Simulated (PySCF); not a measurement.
C2H8ClNSi2, SMILES C[Si@H](Cl)/C=N/[SiH3].

Coordinates come from a PBE-D3(BJ)/def2-SVP optimisation. The structure was generated by enumeration; whether it is a known compound was not checked. The values are those of a single conformer.

The numbers are results of PBE-D3(BJ)/def2-SVP in PySCF, not measurements.

Frequencies are harmonic and unscaled.

```json
[
 {"mode": "1", "ν (cm⁻¹)": "32", "IR (km/mol)": "3.0", "moving atoms (share of kinetic energy)": "H 46 %, C 24 %, Cl 13 %, Si 10 %"},
 {"mode": "2", "ν (cm⁻¹)": "74", "IR (km/mol)": "2.2", "moving atoms (share of kinetic energy)": "Si 26 %, C 25 %, Cl 24 %, H 19 %"},
 {"mode": "3", "ν (cm⁻¹)": "104", "IR (km/mol)": "0.3", "moving atoms (share of kinetic energy)": "H 34 %, N 27 %, C 19 %, Si 17 %"},
 {"mode": "4", "ν (cm⁻¹)": "134", "IR (km/mol)": "0.1", "moving atoms (share of kinetic energy)": "H 89 %"},
 {"mode": "5", "ν (cm⁻¹)": "155", "IR (km/mol)": "1.7", "moving atoms (share of kinetic energy)": "H 56 %, N 32 %"},
 {"mode": "6", "ν (cm⁻¹)": "178", "IR (km/mol)": "2.0", "moving atoms (share of kinetic energy)": "H 37 %, C 34 %, Cl 14 %, Si 12 %"},
 {"mode": "7", "ν (cm⁻¹)": "196", "IR (km/mol)": "5.8", "moving atoms (share of kinetic energy)": "N 36 %, H 21 %, C 21 %, Si 14 %, Cl 8 %"},
 {"mode": "8", "ν (cm⁻¹)": "238", "IR (km/mol)": "0.5", "moving atoms (share of kinetic energy)": "Si 35 %, Cl 24 %, C 17 %, H 16 %"},
 {"mode": "9", "ν (cm⁻¹)": "289", "IR (km/mol)": "5.2", "moving atoms (share of kinetic energy)": "Si 48 %, H 25 %, C 21 %"},
 {"mode": "10", "ν (cm⁻¹)": "510", "IR (km/mol)": "69.0", "moving atoms (share of kinetic energy)": "Si 41 %, Cl 40 %, C 9 %, H 9 %"},
 {"mode": "11", "ν (cm⁻¹)": "610", "IR (km/mol)": "13.0", "moving atoms (share of kinetic energy)": "H 72 %, C 15 %, Si 12 %"},
 {"mode": "12", "ν (cm⁻¹)": "632", "IR (km/mol)": "16.1", "moving atoms (share of kinetic energy)": "H 74 %, C 14 %, Si 9 %"},
 {"mode": "13", "ν (cm⁻¹)": "666", "IR (km/mol)": "47.9", "moving atoms (share of kinetic energy)": "H 69 %, C 15 %, Si 11 %"},
 {"mode": "14", "ν (cm⁻¹)": "696", "IR (km/mol)": "70.4", "moving atoms (share of kinetic energy)": "H 60 %, C 18 %, Si 16 %"},
 {"mode": "15", "ν (cm⁻¹)": "711", "IR (km/mol)": "48.7", "moving atoms (share of kinetic energy)": "H 54 %, C 22 %, Si 13 %, N 10 %"},
 {"mode": "16", "ν (cm⁻¹)": "723", "IR (km/mol)": "42.4", "moving atoms (share of kinetic energy)": "N 45 %, H 26 %, Si 20 %, C 10 %"},
 {"mode": "17", "ν (cm⁻¹)": "764", "IR (km/mol)": "10.4", "moving atoms (share of kinetic energy)": "C 38 %, H 30 %, Si 26 %"},
 {"mode": "18", "ν (cm⁻¹)": "809", "IR (km/mol)": "310.7", "moving atoms (share of kinetic energy)": "H 69 %, Si 15 %, C 13 %"},
 {"mode": "19", "ν (cm⁻¹)": "863", "IR (km/mol)": "82.7", "moving atoms (share of kinetic energy)": "H 76 %, C 14 %, Si 10 %"},
 {"mode": "20", "ν (cm⁻¹)": "895", "IR (km/mol)": "130.6", "moving atoms (share of kinetic energy)": "H 83 %, C 10 %"},
 {"mode": "21", "ν (cm⁻¹)": "900", "IR (km/mol)": "40.5", "moving atoms (share of kinetic energy)": "H 78 %, C 15 %"},
 {"mode": "22", "ν (cm⁻¹)": "904", "IR (km/mol)": "38.8", "moving atoms (share of kinetic energy)": "H 96 %"},
 {"mode": "23", "ν (cm⁻¹)": "911", "IR (km/mol)": "170.0", "moving atoms (share of kinetic energy)": "H 89 %, Si 8 %"},
 {"mode": "24", "ν (cm⁻¹)": "1208", "IR (km/mol)": "23.7", "moving atoms (share of kinetic energy)": "H 78 %, C 22 %"},
 {"mode": "25", "ν (cm⁻¹)": "1282", "IR (km/mol)": "13.5", "moving atoms (share of kinetic energy)": "H 81 %, C 12 %"},
 {"mode": "26", "ν (cm⁻¹)": "1372", "IR (km/mol)": "6.1", "moving atoms (share of kinetic energy)": "H 96 %"},
 {"mode": "27", "ν (cm⁻¹)": "1379", "IR (km/mol)": "1.9", "moving atoms (share of kinetic energy)": "H 96 %"},
 {"mode": "28", "ν (cm⁻¹)": "1656", "IR (km/mol)": "94.4", "moving atoms (share of kinetic energy)": "C 51 %, N 47 %"},
 {"mode": "29", "ν (cm⁻¹)": "2116", "IR (km/mol)": "130.7", "moving atoms (share of kinetic energy)": "H 97 %"},
 {"mode": "30", "ν (cm⁻¹)": "2162", "IR (km/mol)": "96.5", "moving atoms (share of kinetic energy)": "H 97 %"},
 {"mode": "31", "ν (cm⁻¹)": "2182", "IR (km/mol)": "74.8", "moving atoms (share of kinetic energy)": "H 97 %"},
 {"mode": "32", "ν (cm⁻¹)": "2185", "IR (km/mol)": "95.2", "moving atoms (share of kinetic energy)": "H 96 %"},
 {"mode": "33", "ν (cm⁻¹)": "2824", "IR (km/mol)": "57.5", "moving atoms (share of kinetic energy)": "H 92 %"},
 {"mode": "34", "ν (cm⁻¹)": "2982", "IR (km/mol)": "0.4", "moving atoms (share of kinetic energy)": "H 97 %"},
 {"mode": "35", "ν (cm⁻¹)": "3087", "IR (km/mol)": "0.3", "moving atoms (share of kinetic energy)": "H 91 %, C 9 %"},
 {"mode": "36", "ν (cm⁻¹)": "3097", "IR (km/mol)": "0.6", "moving atoms (share of kinetic energy)": "H 91 %, C 9 %"}
]
```
